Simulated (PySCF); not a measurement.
# Löwdin shares of the frontier orbitals

Species: C₆H₄BrNS.
SMILES with atom numbers: `[Br:1][c:2]1[cH:3][s:4][c:5]2[cH:6][cH:7][nH:8][c:9]12` (hydrogens: H10 on C3; H11 on C6; H12 on C7; H13 on N8)

Structure used (PBE0-D3(BJ)/def2-SVP), in Å, numbered top down from 1:
```
atom  x, y, z in Å
Br1    1.482   -1.902    0.260
C2     0.692   -0.213    0.073
C3     1.374    0.972   -0.001
S4     0.320    2.343   -0.174
C5    -1.079    1.326   -0.149
C6    -2.497    1.383   -0.222
C7    -2.928    0.074   -0.126
N8    -1.848   -0.764    0.001
C9    -0.711   -0.012   -0.012
H10    2.452    1.113    0.037
H11   -3.133    2.258   -0.330
H12   -3.942   -0.322   -0.140
H13   -1.882   -1.769    0.088
```

Level of theory: PySCF, TDDFT wB97X-D/def2-SVPD, vertical, gas phase, core orbitals frozen in the response. Relativistic effects, spin–orbit coupling among them, are left out although an element past zinc is present.

Frontier orbitals with the atoms that hold most of them (Löwdin shares over 4%, at most four atoms; ? is withheld):

| orbital | ε (eV) | atoms |
| --- | --- | --- |
| HOMO-3 | -10.44 | Br1 79%, C2 9% |
| HOMO-2 | -9.65 | Br1 26%, C6 20%, C5 12%, N8 10% |
| HOMO-1 | -8.37 | S4 28%, C9 14%, C5 13%, N8 13% |
| HOMO | -7.84 | ? |
| LUMO | 1.05 | ? |
| LUMO+1 | 1.38 | Br1 60%, C2 17%, S4 14%, C3 4% |
| LUMO+2 | 1.93 | S4 36%, Br1 16%, H13 13%, C7 9% |

(1) Which atoms hold the HOMO, and with what shares?

(2) Give the leading atoms of the LUMO.

(3) How does S1 compare with the orbital gap of 8.89 eV?

(4) One configuration dominates each of S1, S2 and S3. Which, and how do the shares of the two leading atoms of either orbital change from the occupied to the empty one?

Results:

(1) C3 (bonded to C, S and H) 18%; C7 (bonded to C, N and H) 17%; C6 (bonded to 2 C and H) 14%; C2 (bonded to Br and 2 C) 12%.

(2) C3 (bonded to C, S and H) 25%; C2 (bonded to Br and 2 C) 18%; S4 (bonded to 2 C) 15%; C7 (bonded to C, N and H) 10%. By element: carbon 53% or more, sulfur 15%.

(3) S1 is at 5.08 eV (f = 0.0001), 3.81 eV below the gap, made of HOMO→LUMO+1 (74%). Its leading pair isn't HOMO and LUMO; the energies of that pair differ by 9.22 eV. Without the coupling terms of the response equations the lowest excitation would equal the gap.

(4) 
- S1 (5.08 eV, f 0.0001), HOMO→LUMO+1 (74%): C3 18% → 4%, C7 17% → at most 5%, Br1 at most 12% → 60%, C2 12% → 17%
- S2 (5.13 eV, f 0.241), HOMO→LUMO (95%): C3 18% → 25%, C7 17% → 10%, C2 12% → 18%
- S3 (5.36 eV, f 0.141), HOMO-1→LUMO (93%): S4 28% → 15%, C9 14% → at most 11%, C3 at most 14% → 25%, C2 at most 14% → 18%
